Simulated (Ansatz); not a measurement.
The Cd1–F2 bond of CdF2 (SMILES [F][Cd][F]) is stretched (multiplicity 1, the rest rigid).
Geometry at rest (charge 0, multiplicity 1):
```xyz
3

Cd     0.000     0.000     0.000
F      0.000     0.000    -1.933
F      0.000     0.000     1.933
```

Cores are frozen in the correlated methods.

The values were computed with Ansatz (a quantum-chemistry and plane-wave program).  In def2 rows elements past Kr take small-core potentials, without spin–orbit coupling.

Energies above the point at 1.933 Å (the B3LYP-D3(BJ) bond length), FIC-MRCISD+Q on CASSCF(6,4)/def2-SVP (kcal/mol): 13.86 at 1.740 Å; 7.29 at 2.127 Å; 94.14 at 6.187 Å.

Q: Take the last value as the depth D of a Morse curve D(1 − e^(−a(R − R₀)))², fit a and R₀ to the two near points, and test it at 2.610 and 3.384 Å.

A: 
With D = 94.1, both near points (counted from the curve's value at 1.933 Å) are met by a = 1.68 Å⁻¹ and R₀ = 1.933 Å, so k = 2Da² = 534 kcal/(mol Å²). The curve then gives 43.6 and 78.5 kcal/mol; the level itself gives 47.0 and 86.7, so Morse is off by -3.4 and -8.2.

Doubts at one or more of the structures used: active orbitals that take no part (FIC-MRCISD+Q on CASSCF(6,4)/def2-SVP).
